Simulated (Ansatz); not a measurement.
```yaml
crystal:
  periodic: [false, false, false]
  atoms:
    - {symbol: Cl, position_ang: [-0.137101, 0.375917, 2.664841]}
    - {symbol: Ge, position_ang: [-0.172457, -1.034371, 1.021445]}
    - {symbol: C, position_ang: [1.483714, -0.805094, 0.060349]}
    - {symbol: Ga, position_ang: [1.184506, 0.785107, -1.066408]}
    - {symbol: O, position_ang: [-0.518967, 1.330195, -1.140036]}
    - {symbol: C, position_ang: [-1.617125, 0.792417, -0.483515]}
    - {symbol: O, position_ang: [-1.474567, -0.548051, -0.082592]}
    - {symbol: H, position_ang: [-0.581632, -2.404888, 1.565534]}
    - {symbol: H, position_ang: [2.335754, -0.690109, 0.731577]}
    - {symbol: H, position_ang: [1.665757, -1.674354, -0.578751]}
    - {symbol: H, position_ang: [2.150898, 1.652933, -1.916368]}
    - {symbol: H, position_ang: [-2.471044, 0.806691, -1.169460]}
    - {symbol: H, position_ang: [-1.847737, 1.413597, 0.393372]}
basis:
  gaussian: {orbitals: def2-mTZVPP}
hamiltonian: {xc: {name: CAM-B3LYP}, dispersion: d4}
output: {forces: true}
```

```sh
$ ansatz run in.yaml --threads 2 --pin off --events-out ev --progress --plain --max-ram 22528MiB --backend cpu
```

Output, abridged:

```
Functional definition: CAM-B3LYP
1983 factors; integrals over basis functions are off by at most 1.1e-3 eV
582 factors; integrals over basis functions are off by at most 7.5e-6 eV
mean field evaluation 1: about -127682.9429 eV, gradient 8.2e1 eV
mean field evaluation 2: about -127671.9824 eV, gradient 1.2e2 eV
mean field evaluation 4: about -127693.9993 eV, gradient 5.6e0 eV
mean field evaluation 8: about -127694.1485 eV, gradient 4.5e-1 eV
mean field evaluation 16: about -127694.1497 eV, gradient 4.8e-4 eV
mean field -127694.14972050 eV, -4692.6734480250 hartree, gradient 3.9e-5 eV, S^2 0.000000; 0 other end points of the search recorded, 0 dependent functions left out
reference -127694.14987181 eV, -4692.6734535856 hartree; 57, 57 occupied and 158, 158 virtual orbitals, 1983 factors
Total energy: -127694.54330858 eV, -4692.6879121200 hartree
Atom 0 at    -0.137101     0.375917     2.664841 Å, force    -0.004199     0.117588     0.146572 eV/Å
Atom 1 at    -0.172457    -1.034371     1.021445 Å, force    -0.018395    -0.370636     0.003452 eV/Å
Atom 2 at     1.483714    -0.805094     0.060349 Å, force     0.013549    -0.016635    -0.008022 eV/Å
Atom 3 at     1.184506     0.785107    -1.066408 Å, force     0.151325     0.116482    -0.122906 eV/Å
Atom 4 at    -0.518967     1.330195    -1.140036 Å, force     0.195777     0.018291    -0.069473 eV/Å
Atom 5 at    -1.617125     0.792417    -0.483515 Å, force    -0.423047     0.195528     0.015922 eV/Å
Atom 6 at    -1.474567    -0.548051    -0.082592 Å, force     0.047078    -0.101121     0.038476 eV/Å
Atom 7 at    -0.581632    -2.404888     1.565534 Å, force     0.044778     0.138718    -0.049718 eV/Å
Atom 8 at     2.335754    -0.690109     0.731577 Å, force    -0.025922    -0.005806    -0.035703 eV/Å
Atom 9 at     1.665757    -1.674354    -0.578751 Å, force     0.003487     0.040225     0.029848 eV/Å
Atom 10 at     2.150898     1.652933    -1.916368 Å, force    -0.078120    -0.077251     0.068339 eV/Å
Atom 11 at    -2.471044     0.806691    -1.169460 Å, force     0.065464     0.001231     0.045471 eV/Å
Atom 12 at    -1.847737     1.413597     0.393372 Å, force     0.028224    -0.056613    -0.062257 eV/Å
Dipole moment:     0.448516    -0.355564    -0.161860 e Å
```

It took 13 s on 2 threads of an AMD EPYC 7R13 on a shared host, with 1 GiB of host memory at the peak.
